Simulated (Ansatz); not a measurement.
Ideal-gas functions of CH2BrFOSi, SMILES `FC1(Br)O[SiH2]1` at 400 K and 1 bar, from an Ansatz frequency run at PBE0-D4/def2-TZVP.

Molar mass 157.01 g/mol, point group C1 (symmetry number 1), electronic degeneracy 1, moments of inertia 103.029, 315.13, 372.606 u Å². Harmonic wavenumbers (cm⁻¹, unscaled): 160, 295, 322, 371, 472, 604, 628, 652, 760, 902, 946, 1076, 1223, 2273, 2300.

Use S(trans) = R[1.5 ln M + 2.5 ln T − 1.1517]; rotational temperatures θ = 24.2544 K / I; S(rot) = R[ln(√π/σ · √(T³/θAθBθC)) + 1.5]; for each mode x = 1.438777 ν̃/T, S = R[x/(eˣ − 1) − ln(1 − e⁻ˣ)] and H = RT x/(eˣ − 1); 1 cm⁻¹ = 0.0119627 kJ/mol; R = 8.31446 J/(mol·K).

**Question.** By hand: the entropy, in J/(mol·K).

**Answer.** Translation 178.0. Rotation: θ = 0.2354, 0.077, 0.0651 K, giving 120.0. Vibration, mode by mode: 13.02, 8.20, 7.54, 6.51, 4.85, 3.33, 3.11, 2.90, 2.14, 1.43, 1.26, 0.86, 0.56, 0.02, 0.02, in all 55.7. Electronic 0.0. Sum 353.7 J/(mol·K).

**Question.** By hand: H − E and G − E in kJ/mol, counted from the electronic energy.

**Answer.** Zero-point energy ½ × 12984 × 0.0119627 = 77.7; thermal vibration 13.5; translation, rotation and pV give 4 RT = 13.3. H − E = 104.5 kJ/mol, and G − E = 104.5 − 400 × 353.7/1000 = -37.0 kJ/mol.

Vibration gives 16 % of the entropy. The sum counts one conformer and one mirror image; others add a mixing term.
